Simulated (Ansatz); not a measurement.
(KNH2)4 ring (K4N4H8), relaxed as a singlet with RKS PBE0-D4/def2-SVP in Ansatz, starting from the GFN1-xTB geometry. Force threshold 0.02 eV/Å.

Another isomer (singlet) lies 1.07 eV lower at PBE0-D4/def2-TZVP; other spin states weren't run for this one.

Start:

```csv
atom,x (Å),y (Å),z (Å)
K1,0.641,1.066,-2.977
K2,2.948,-1.246,0.006
K3,-0.615,-1.027,2.931
K4,-3.000,1.235,-0.004
N5,3.066,0.042,-2.377
N6,1.829,-2.103,2.355
N7,-2.907,0.382,2.544
N8,-1.982,1.682,-2.511
H9,3.767,0.786,-2.346
H10,3.419,-0.565,-3.120
H11,2.478,-1.958,3.132
H12,1.745,-3.122,2.325
H13,-2.943,1.176,3.188
H14,-3.731,-0.160,2.813
H15,-2.553,1.158,-3.179
H16,-2.162,2.653,-2.780
```

| step | energy (eV) | largest force component (eV/Å) | SCF passes |
| --- | --- | --- | --- |
| 1 | -71353.2279 | 0.563 | 16 |
| 2 | -71353.3002 | 0.124 | 19 |
| 3 (rejected) | -71353.3002 | 0.343 | 18 |
| 4 | -71353.3127 | 0.020 | 17 |
| 5 | -71353.3140 | 0.021 | 19 |
| 6 | -71353.3148 | 0.003 | 20 |
| 7 | -71353.3154 | 0.004 | 19 |

Force components are those of the run's own axes.

End:

Cartesian coordinates in Å:
```
K 0.5693 1.1074 -2.9772
K 2.9901 -1.2886 0.0800
K -0.5545 -1.0734 2.9996
K -2.9820 1.2978 -0.0732
N 2.8899 0.0377 -2.2264
N 1.8214 -2.0786 2.3383
N -2.7210 0.3554 2.4036
N -1.9877 1.6894 -2.5122
H 3.6134 0.7701 -2.2268
H 3.2344 -0.5731 -2.9802
H 2.4748 -1.9327 3.1205
H 1.7544 -3.1060 2.3329
H -2.8061 1.1376 3.0675
H -3.5612 -0.1903 2.6406
H -2.5705 1.1836 -3.1937
H -2.1649 2.6637 -2.7933
```

By distances, no bond broke or formed. The bond that changes most is K4–N8, from 2.74 to 2.66 Å (atoms count from 1).

The force fell under the threshold at step 4, but the optimiser went on and released 0.003 eV more. No frequencies were taken in this run, so the end may be a saddle point.

Hardware: 4 threads of Intel Xeon 6975P-C on a shared host. Wall time 22 s, peak host memory 0.69 GiB.
